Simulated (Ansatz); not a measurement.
`[BH2][AlH][SbH2]` + H–F → `[F][AlH][SbH2]` + BH₃ at 700 K and 1 bar (cleavage of the Al–B bond).

Gas-phase electronic energies from Ansatz, PBE0-D4/def2-TZVP geometries. CCSD(T)/CBS is the MP2 limit (def2-TZVPP, def2-QZVPP) plus CCSD(T) − MP2 in def2-TZVPP, frozen cores. This one scheme is used for every species. def2 core potentials past Kr. For Sb outer-core shells are correlated without core-valence functions, which leaves a few kJ/mol of doubt a bond.

| species | CCSD(T)/CBS energy (Eh) | H − E (kJ/mol) | S (J/(mol·K)) |
| --- | --- | --- | --- |
| `[BH2][AlH][SbH2]` | -509.77411 | 174.6 | 457.1 |
| H–F | -100.39570 | 45.2 | 198.5 |
| `[F][AlH][SbH2]` | -583.69641 | 116.9 | 415.5 |
| BH₃ | -26.55200 | 96.5 | 225.0 |

H − E and S are ideal-gas, rigid-rotor, harmonic terms from PBE0-D4/def2-TZVP, for one conformer and one mirror image of each species. 1 Eh = 2625.50 kJ/mol, R = 8.31446 J/(mol·K).

Task: By hand: ΔE, ΔH, ΔS and ΔG.

Result: ΔE = (-583.69641) + (-26.55200) − (-509.77411) − (-100.39570) = -0.07860 Eh = -206.4 kJ/mol. Δ(H − E) = 116.9 + 96.5 − 174.6 − 45.2 = -6.4, so ΔH = -212.8 kJ/mol. ΔS = 415.5 + 225.0 − 457.1 − 198.5 = -15.1 J/(mol·K). ΔG = -212.8 − 700 × (-15.1)/1000 = -202.2 kJ/mol.

Task: By hand: the equilibrium constant, and the temperature at which ΔG would vanish if ΔH and ΔS stayed fixed.

Result: log₁₀ K = −ΔG/(RT ln 10) = 15.1. ΔG = 0 at ΔH/ΔS = 14093 K, far beyond where these terms or the molecules hold.

ΔH outweighs TΔS. A doubt of 5 kJ/mol in ΔE shifts log₁₀ K by 0.4 here. Other conformers and mirror images would add mixing entropy, several J/(mol·K) or more a flexible species. These are equilibria of isolated gas molecules and say nothing of rates. Largest T1 diagnostic: 0.014 (customary marks: 0.02 for closed shells, 0.045 for open ones).
